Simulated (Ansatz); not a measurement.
`FBBr` + NH₃ → `NBBr` + H–F at 500 K and 1 bar (ligand exchange at a B–F bond).

Program: Ansatz. Geometries: PBE0-D4/def2-TZVP. ΔE: electronic, gas phase. CCSD(T)/CBS is the MP2 limit (def2-TZVPP, def2-QZVPP) plus CCSD(T) − MP2 in def2-TZVPP, frozen cores. This one scheme is used for every species. For Br outer-core shells are correlated without core-valence functions, which leaves a few kJ/mol of doubt a bond. Scalar relativity is left out up to krypton. One conformer a species, not always the lowest.

| species | CCSD(T)/CBS energy (Eh) | H − E (kJ/mol) | S (J/(mol·K)) |
| --- | --- | --- | --- |
| `FBBr` | -2698.59010 | 64.0 | 301.5 |
| NH₃ | -56.50880 | 108.2 | 211.8 |
| `NBBr` | -2654.70322 | 134.3 | 315.6 |
| H–F | -100.39570 | 39.4 | 188.7 |

H − E and S are ideal-gas, rigid-rotor, harmonic terms from PBE0-D4/def2-TZVP, for one conformer and one mirror image of each species. 1 Eh = 2625.50 kJ/mol, R = 8.31446 J/(mol·K).

By hand: ΔE, ΔH, ΔS and ΔG.

ΔE = (-2654.70322) + (-100.39570) − (-2698.59010) − (-56.50880) = -0.00002 Eh = -0.1 kJ/mol. Δ(H − E) = 134.3 + 39.4 − 64.0 − 108.2 = 1.5, so ΔH = 1.4 kJ/mol. ΔS = 315.6 + 188.7 − 301.5 − 211.8 = -9.0 J/(mol·K). ΔG = 1.4 − 500 × (-9.0)/1000 = 5.9 kJ/mol.

By hand: the equilibrium constant, and the temperature at which ΔG would vanish if ΔH and ΔS stayed fixed.

log₁₀ K = −ΔG/(RT ln 10) = -0.6. ΔH and −TΔS have one sign here, so there is no such temperature.

TΔS isn't small against ΔH here. The sign of ΔG lies within the doubt. A doubt of 5 kJ/mol in ΔE shifts log₁₀ K by 0.5 here. Other conformers and mirror images would add mixing entropy, several J/(mol·K) or more a flexible species. These are equilibria of isolated gas molecules and say nothing of rates. Largest T1 diagnostic: 0.011 (customary marks: 0.02 for closed shells, 0.045 for open ones).

ΔS is within the doubt of such terms, so its sign, and with it that verdict, could turn.
